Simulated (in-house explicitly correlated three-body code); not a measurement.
Computed with an exponentially correlated three-body code. Model: two electrons around a point charge, non-relativistic, variational in 260 exponentially correlated functions (energies converged to about 1e-7 hartree, or 1e-8 relative for large Z).

Command:
```bash
python run_hyl.py task.json out
```
Settings (lengths in bohr, energies in hartree):
```
Z                      6
screening              1.2
interaction_strength   1
functions              260
states_tried           13
```

Run time, properties included: 2.4 min on 1 thread of Arm Neoverse N1, with other jobs on the host.

**Those bound S and P states to n = 4 that converged, binding against the one-electron ion.**

Given: nuclear charge 6; Yukawa screening of all interactions 1.2 1/bohr.

Computed: one-electron threshold -11.7651064 hartree.

| term | energy (hartree) | binding (eV) |
| --- | --- | --- |
| 1 1S | -21.0089926 | 251.54 |
| 2 3S | -11.9854999 | 5.9972 |
| 2 1S | -11.911082 | 3.9722 |

**Converged states only, values per electron or pair (inverse distances are <exp(-kr)/r>).**

```csv
term,mean r (bohr),mean r squared (bohr²),mean inverse r (1/bohr),mean r12 (bohr),mean inverse r12 (1/bohr),mean cosine,mean p1 dot p2 (bohr⁻²),delta r1 (bohr⁻³),delta r12 (bohr⁻³)
1 1S,0.27632,0.10359,4.5137,0.40994,2.3761,-0.02108,0.61743,58.354,5.6649
2 3S,0.9967,1.9415,2.5531,1.7623,0.18057,-0.0029372,0.010677,33.915,-
2 1S,1.1289,2.6029,2.5265,2.0194,0.20395,-0.0033456,0.018024,33.641,0.31511
```

**Static dipole response.**

```json
{"state": "1 1S", "polarisability (bohr³)": "0.010712"}
```
